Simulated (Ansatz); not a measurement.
`B1O[SiH2]S1` and `[O]1[SiH2][S][GaH]1` differ in one element.

Ansatz, PBE0-D4/def2-TZVP geometries, multiplicity 1. 

Scalar relativity is left out up to krypton.

```
                                        property  `B1O[SiH2]S1`
              HOMO energy (PBE0/def2-TZVPP) / eV          -7.98
              LUMO energy (PBE0/def2-TZVPP) / eV          -0.60
  zero-point energy (PBE0-D4/def2-TZVP) / kJ/mol           96.7
         HOMO–LUMO gap (ωB97M-V/def2-TZVPP) / eV          11.30
             LUMO energy (B3LYP/def2-TZVPP) / eV          -0.80
size of the dipole moment (B3LYP/def2-TZVPP) / D           1.22
```

Question: Give the same properties after the change, and the shifts. (An estimate is asked.)

Answer: The calculation gave: 
```tsv
property	`[O]1[SiH2][S][GaH]1`	shift
HOMO energy (PBE0/def2-TZVPP) / eV	-7.64	0.34
LUMO energy (PBE0/def2-TZVPP) / eV	-1.30	-0.70
zero-point energy (PBE0-D4/def2-TZVP) / kJ/mol	81.1	-15.6
HOMO–LUMO gap (ωB97M-V/def2-TZVPP) / eV	10.16	-1.14
LUMO energy (B3LYP/def2-TZVPP) / eV	-1.57	-0.77
size of the dipole moment (B3LYP/def2-TZVPP) / D	1.42	0.20
```

With PBE0 the HOMO rises by 0.34 eV and the LUMO falls by 0.70 eV, so the gap narrows by about 1.04 eV. PBE moves the HOMO by 0.31 eV and ωB97M-V by 0.34 eV. Dipoles are sizes alone; their direction can turn.

B3LYP here is the variant with VWN-RPA as its local correlation; programs differ in this.
